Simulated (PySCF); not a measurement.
Te(OH)(NMe2) (C₂H₇NOTe), SMILES CN(C)[Te]O. Geometry: PBE0-D3(BJ)/def2-SVP. The structure was generated by enumeration, and PubChem lists no compound with its InChIKey, so it may never have been made. The def2 effective core potentials stand for the cores of Te; spin–orbit coupling is left out. The values are those of a single conformer.

Level of theory: PBE0-D3(BJ)/def2-SVP in PySCF.

Harmonic wavenumbers (cm⁻¹): 95, 97, 208, 215, 293, 300, 329, 426, 551, 585, 979, 1006, 1072, 1108, 1149, 1262, 1267, 1416, 1438, 1448, 1461, 1474, 1491, 2991, 3000, 3069, 3076, 3158, 3163, 3863. Rotational constants (GHz): 4.445, 1.759, 1.693; symmetry number 1.

Question: Work out the zero-point energy and the ideal-gas rigid-rotor harmonic-oscillator thermochemistry at 298.15 K and 1 atm.

Answer: ZPE = ½ Σ hcν = ½ × 41988 cm⁻¹ = 60.02 kcal/mol. H − E(el) = 65.32 kcal/mol. Entropy in cal/(mol K): translation 41.61, rotation 27.59, vibration 17.68, total 86.87. G − E(el) = 39.42 kcal/mol. Cp = 26.55 cal/(mol K). Modes under 150 cm⁻¹ make the vibrational entropy uncertain.
